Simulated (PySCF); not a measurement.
BF₂GeH₃, SMILES F[B](F)[GeH3].

Coordinates come from a B3LYP-D3(BJ)/def2-SVP optimisation.

All values below come from B3LYP-D3(BJ)/def2-SVP run with PySCF 2.14.0.

Frequencies are harmonic and unscaled.

A small imaginary wavenumber (i) marks a very flat motion, where grid noise or a shallow saddle decides the sign.

Computed vibrational spectrum:
| mode | ν (cm⁻¹) | IR (km/mol) | Raman (Å⁴/amu) | depolarisation | moving atoms (share of kinetic energy) |
|---|---|---|---|---|---|
| 1 | 6i | 0.0 | 0.1 | 0.75 | H 88 %, F 12 % |
| 2 | 190 | 1.4 | 0.1 | 0.75 | F 71 %, H 13 %, B 12 % |
| 3 | 296 | 10.2 | 3.2 | 0.22 | F 59 %, Ge 35 % |
| 4 | 351 | 27.3 | 0.5 | 0.55 | H 59 %, B 30 %, F 10 % |
| 5 | 521 | 28.6 | 6.1 | 0.75 | H 84 %, F 9 % |
| 6 | 600 | 18.7 | 5.4 | 0.04 | F 77 %, B 21 % |
| 7 | 615 | 0.5 | 4.1 | 0.74 | B 55 %, H 36 % |
| 8 | 817 | 132.7 | 13.7 | 0.70 | H 97 % |
| 9 | 885 | 22.4 | 29.9 | 0.75 | H 99 % |
| 10 | 891 | 32.9 | 29.4 | 0.75 | H 98 % |
| 11 | 1238 | 282.7 | 3.7 | 0.14 | B 67 %, F 33 % |
| 12 | 1398 | 232.3 | 0.3 | 0.75 | B 73 %, F 27 % |
| 13 | 2122 | 79.5 | 175.4 | 0.21 | H 99 % |
| 14 | 2136 | 75.9 | 183.5 | 0.16 | H 99 % |
| 15 | 2142 | 116.5 | 112.1 | 0.56 | H 98 % |
